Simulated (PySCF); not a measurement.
## Computed structure and properties of [Ho(H2O)2]3+

System: [Ho(H2O)2]3+ (singlet in the valence; each metal's 4f electrons, 10 of them, lie in its core potential, out of spins and levels); start: displaced along the imaginary mode (C1). Method: PySCF 2.14.0, RKS PBE0, Ho lcecp-1-SVP with ECP56, O def2-SVP, H def2-SVP; non-relativistic Hamiltonian with scalar-relativistic core potentials where named; density fitting; no spin-orbit coupling.

Input of the relaxation:

```python
mol = gto.M(atom='''
Ho    -0.03587    -0.01952     0.00000
O      0.15799     0.08584     2.23197
H      0.75538     0.65508     2.79220
H     -0.33684    -0.43714     2.92279
O      0.15818     0.08620    -2.23197
H      0.76296    -0.42321    -2.83822
H     -0.32926     0.66901    -2.87677''',
    basis={'Ho': 'lcecp-1-SVP', 'O': 'def2-SVP', 'H': 'def2-SVP'},
    ecp={'Ho': 'lcecp-1-SVP'},
    charge=3, spin=0)
mf = dft.RKS(mol, xc='PBE0')
mf.grids.atom_grid = (50, 194)  # f atoms: unpruned, at least (60, 302)
mf = mf.density_fit()  # fitting sets: Ho AutoAux, O def2-universal-JKFIT, H def2-universal-JKFIT
mf.conv_tol = 1e-08; mf.max_cycle = 55
mf.kernel(dm0)  # dm0: converged density of the start geometry
# quasi-Newton relaxation in Cartesian coordinates to a largest gradient under 0.00045 Eh/bohr, steps kept in the point group
```

Run from Python with OMP_NUM_THREADS=2; the lines above give its settings. Where DIIS fails, smearing, a level shift and second-order steps follow.
It took 87 s on 2 threads of Arm Neoverse V1, with other jobs on the host, from the converged density of the start.

Course of the relaxation:

```
step  energy above end (eV)  largest force component within the symmetry (eV/Å)
   0                 0.1960                                               0.124
   1                 0.1928                                               0.067
   2                 0.1908                                               0.178
   3                 0.1868                                               0.133
   4                 0.1825                                               0.148
   5                 0.1759                                               0.178
   6                 0.1662                                               0.208
   7                 0.1526                                               0.378
  31                 0.0006                                               0.026
  32                 0.0004                                               0.038
  33                 0.0003                                               0.029
  34                 0.0001                                               0.031
  35                 0.0000                                               0.025
  36                 0.0000                                               0.008
```
(The steps between are left out.)

Relaxed geometry (nearly Cs):

```xyz
7

Ho   -0.8711   -0.7204   -0.0238
O     0.1168    0.0493    1.7762
H     0.8884    0.6723    1.8452
H    -0.0999   -0.1396    2.7291
O     0.1779    0.1031   -1.7709
H     0.9520   -0.2756   -2.2684
H    -0.0315    0.9272   -2.2874
```

| contact | Å |
| --- | --- |
| Ho1–O2 (H2O) | 2.193 |
| Ho1–O5 (H2O) | 2.198 |

On the finer grid (75, 302):

The HOMO is -26.81 eV. The LUMO is -18.75 eV, the dipole about the centre of mass is 3.38 D and the set of Mulliken populations of Ho1 outside the core potential is s 2.10, p 6.11, d 0.54, f 0.03. The D3(BJ) dispersion energy (not in the energies) is -0.078 eV.

```
atom  Mulliken (e)  Löwdin (e)  spin (e)
 Ho1          2.21        1.99      0.00
  O2         -0.31        0.05      0.00
  H3          0.35        0.23      0.00
  H4          0.36        0.23      0.00
  O5         -0.32        0.04      0.00
  H6          0.35        0.23      0.00
  H7          0.35        0.23      0.00
```

The 4f levels lie in the core potential and are missing. Their spin isn't counted.

On the grid (50, 194), as all that follows. Harmonic modes: a minimum within the noise of the softest modes; lowest -14 cm⁻¹ (negative: unstable), highest 3515 cm⁻¹, zero-point energy 1.316 eV.

Taking off one H2O (charge 0, singlet; the rest: singlet) in vacuum, both parts rigid, costs 4.51 eV; the small basis without counterpoise inflates it. Parting with an electron moved from the ligand to the metal can be far cheaper, even downhill.

Rigid scan of H2O along the line from its metal:

| distance to O2 (Å) | energy (eV) |
| --- | --- |
| 1.89 | 0.862 |
| 1.99 | 0.327 |
| 2.09 | 0.070 |
| 2.19 | 0.000 |
| 2.29 | 0.052 |
| 2.39 | 0.182 |
| 2.59 | 0.561 |

One start shape was tried, so this needn't be the lowest isomer.

An lcecp potential fixes the number of 4f electrons, so in runs with it no electron can move into or out of that shell.
